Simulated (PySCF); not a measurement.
PySCF 2.14 output of a UHF calculation on a single atom or ion in x2c-SVPall (5s3p3d1f, 36 functions), with the spin-free X2C one-electron Hamiltonian (Gaussian nucleus):

```
SCF conv_tol = 1e-09
number electrons alpha = 15  beta = 13
cycle= 1 E= -1518.83268612496  delta_E= -0.00549  |g|= 0.025  |ddm|= 0.0363
cycle= 2 E= -1518.83276563478  delta_E= -7.95e-05  |g|= 0.00338  |ddm|= 0.00473
cycle= 3 E= -1518.83276805349  delta_E= -2.42e-06  |g|= 0.000747  |ddm|= 0.00178
cycle= 4 E= -1518.8327683069  delta_E= -2.53e-07  |g|= 0.000318  |ddm|= 0.000511
cycle= 5 E= -1518.83276839694  delta_E= -9e-08  |g|= 2.96e-05  |ddm|= 0.000543
cycle= 6 E= -1518.83276839815  delta_E= -1.2e-09  |g|= 8.18e-06  |ddm|= 0.000128
cycle= 7 E= -1518.83276839832  delta_E= -1.72e-10  |g|= 1.41e-06  |ddm|= 7.45e-05
converged SCF energy = -1518.83276839832  <S^2> = 2.0051341  2S+1 = 3.0034208
```

The run itself started from symmetry-adapted Hartree-Fock orbitals and held the occupation by maximum overlap, so the iterations belong to that start.

Problem. Which element, charge and spin multiplicity is this?

Solution. Ni (nickel, neutral), multiplicity 3; the state was [Ar] 3d8 4s2, high-spin 3F determinant.
